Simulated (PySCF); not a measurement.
Predicted microwave data (PBE0-D3(BJ)/def2-SVP geometry optimisation, gas phase (PySCF)) for one isomer of C3H7Cl2Ga:

```
Rotational constants : A = 1851, B = 1222, C = 866.5 MHz
Dipole components    : |μa| = 2.73 D, |μb| = 1.39 D, |μc| = 0.16 D
Inertial defect      : -103.33 u·Å²
κ                    : -0.28
```

Question: Which candidate fits, each taken in the one conformer that was computed?
A. `CC[CH2][Ga]([Cl])[Cl]` (GaCl2(nPr))
B. GaCl2(iPr), `C[CH](C)[Ga]([Cl])[Cl]`

Answer: B. It is C[CH](C)[Ga]([Cl])[Cl], an asymmetric top, point group C1. The candidates at the same level (rigid rotor, commonest isotopes):

```json
{"SMILES": "C[CH](C)[Ga]([Cl])[Cl]", "A (MHz)": "1851", "B (MHz)": "1222", "C (MHz)": "866.5", "μa (D)": "2.73", "μb (D)": "1.39", "μc (D)": "0.16", "Δ (u·Å²)": "-103.33", "point group": "C1", "rotor": "asymmetric top"}
{"SMILES": "CC[CH2][Ga]([Cl])[Cl]", "A (MHz)": "2052", "B (MHz)": "932.6", "C (MHz)": "674.3", "μa (D)": "2.94", "μb (D)": "0.62", "μc (D)": "0.65", "Δ (u·Å²)": "-38.68", "point group": "C1", "rotor": "asymmetric top"}
```

`CC[CH2][Ga]([Cl])[Cl]` has B 24 % too low. No structure here is proved a minimum.
